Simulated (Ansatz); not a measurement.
`C[O][SnH3]` + `C[SeH]` → `C[Se][SnH3]` + CH₃OH at 500 K and 1 bar (ligand exchange at the Sn–O bond).

Isolated molecules relaxed with PBE0-D4/def2-TZVP in Ansatz; ΔE leaves out vibrations. CCSD(T)/CBS is the MP2 limit (def2-TZVPP, def2-QZVPP) plus CCSD(T) − MP2 in def2-TZVPP, frozen cores. This one scheme is used for every species. def2 core potentials past Kr. For Se, Sn outer-core shells are correlated without core-valence functions, which leaves a few kJ/mol of doubt a bond. Scalar relativity is left out up to krypton.

| species | CCSD(T)/CBS energy (Eh) | H − E (kJ/mol) | S (J/(mol·K)) |
| --- | --- | --- | --- |
| `C[O][SnH3]` | -330.83288 | 199.9 | 376.8 |
| `C[SeH]` | -2441.15625 | 142.1 | 299.3 |
| `C[Se][SnH3]` | -2656.39593 | 195.0 | 413.2 |
| CH₃OH | -115.61712 | 157.0 | 265.4 |

H − E and S are ideal-gas, rigid-rotor, harmonic terms from PBE0-D4/def2-TZVP. 1 Eh = 2625.50 kJ/mol, R = 8.31446 J/(mol·K).

By hand: ΔE, ΔH, ΔS and ΔG.

ΔE = (-2656.39593) + (-115.61712) − (-330.83288) − (-2441.15625) = -0.02392 Eh = -62.8 kJ/mol. Δ(H − E) = 195.0 + 157.0 − 199.9 − 142.1 = 10.0, so ΔH = -52.8 kJ/mol. ΔS = 413.2 + 265.4 − 376.8 − 299.3 = 2.5 J/(mol·K). ΔG = -52.8 − 500 × (2.5)/1000 = -54.0 kJ/mol.

By hand: the equilibrium constant, and the temperature at which ΔG would vanish if ΔH and ΔS stayed fixed.

log₁₀ K = −ΔG/(RT ln 10) = 5.6. ΔH and −TΔS have one sign here, so there is no such temperature. One of them is within its doubt of zero, so this could turn.

The number of gas molecules stays the same, so ΔS is small and ΔH decides. A doubt of 5 kJ/mol in ΔE shifts log₁₀ K by 0.5 here. Modes under 60 cm⁻¹, often nearly free rotors, make the harmonic entropy too high. These are equilibria of isolated gas molecules and say nothing of rates. Largest T1 diagnostic: 0.013 (customary marks: 0.02 for closed shells, 0.045 for open ones).
